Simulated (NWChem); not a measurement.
System meant: ZnSiH4Se; SMILES [SiH3][Zn][SeH]

Input file for NWChem:

```
start job
memory heap 200 mb stack 900 mb global 1100 mb
geometry units angstroms noautoz
  Zn    -0.313882    -0.285859    -0.015660
  Se    -0.129012     2.003244    -0.032151
  H      1.351648     1.923186     0.039212
  Si    -0.539858    -2.609985     0.000784
  H     -1.412506    -3.092840    -1.109208
  H     -1.136521    -3.106221     1.275193
  H      0.780831    -3.287806    -0.156180
end
basis spherical
  * library def2-svp
end
dft
  xc xpbe96 cpbe96
  iterations 4
  mulliken
end
task dft energy
```

End of the output:

```
    Atom       Charge   Shell Charges
 -----------   ------   -------------------------------------------------------
    1 Zn  30    29.63   2.00  2.00  1.96  0.76  0.27  5.99  5.91  0.80  7.72  2.21  0.00
    2 Se  34    34.22   2.00  2.00  1.96  1.11  0.67  5.99  5.80  2.05  2.58  7.82  2.04  0.21
    3 H    1     1.01   0.59  0.35  0.07
    4 Si  14    13.93   2.00  1.94  0.72  0.40  5.82  1.35  1.55  0.16
    5 H    1     1.07   0.63  0.42  0.03
    6 H    1     1.07   0.63  0.42  0.03
    7 H    1     1.07   0.63  0.42  0.03

 center of mass
 --------------
 x =  -0.01900322 y =   0.28338588 z =   0.00003103

 moments of inertia (a.u.)
 ------------------
        1906.426397898335           0.000000000000          -0.000000000003
           0.000000000000          28.558743549186          -0.000000000000
          -0.000000000003          -0.000000000000        1914.248445820187

     Multipole analysis of the density
     ---------------------------------

     L   x y z        total         alpha         beta         nuclear
     -   - - -        -----         -----         ----         -------
     0   0 0 0     -0.000000    -41.000000    -41.000000     82.000000

     1   1 0 0      0.209258      0.104629      0.104629     -0.000000
     1   0 1 0     -0.302526     -0.151263     -0.151263      0.000000
     1   0 0 1     -0.000569     -0.000285     -0.000285      0.000000

     2   2 0 0    -33.962550    -25.952875    -25.952875     17.943200
     2   1 1 0      1.064921     -2.320793     -2.320793      5.706507
     2   1 0 1      0.001437      0.000197      0.000197      0.001044
     2   0 2 0    -41.570693   -498.617998   -498.617998    955.665302
     2   0 1 1      0.002640      0.002113      0.002113     -0.001585
     2   0 0 2    -36.887784    -23.587796    -23.587796     10.287807

 ------------------------------------------------------------------------
 dft energy failed                                                                                  0
 ------------------------------------------------------------------------
 ------------------------------------------------------------------------
  current input line :
    20: task dft energy
 ------------------------------------------------------------------------
 ------------------------------------------------------------------------
 This type of error is most commonly associated with calculations not reaching convergence criteria
 ------------------------------------------------------------------------
 For more information see the NWChem manual at https://nwchemgit.github.io

0:dft energy failed:Received an Error in Communication
```

Find the fault in this run and fix the input.

The run did not converge; its last values are not results. Cause: the SCF was allowed too few iterations. This input runs:
```
start job
memory heap 200 mb stack 900 mb global 1100 mb
geometry units angstroms noautoz
  Zn    -0.313882    -0.285859    -0.015660
  Se    -0.129012     2.003244    -0.032151
  H      1.351648     1.923186     0.039212
  Si    -0.539858    -2.609985     0.000784
  H     -1.412506    -3.092840    -1.109208
  H     -1.136521    -3.106221     1.275193
  H      0.780831    -3.287806    -0.156180
end
basis spherical
  Zn library def2-svp
  Se library def2-svp
  H library def2-svp
  Si library def2-svp
end
dft
  xc xpbe96 cpbe96
  iterations 150
  mulliken
end
task dft energy
```
It converges to -4471.43848 Ha (PBE/def2-SVP).
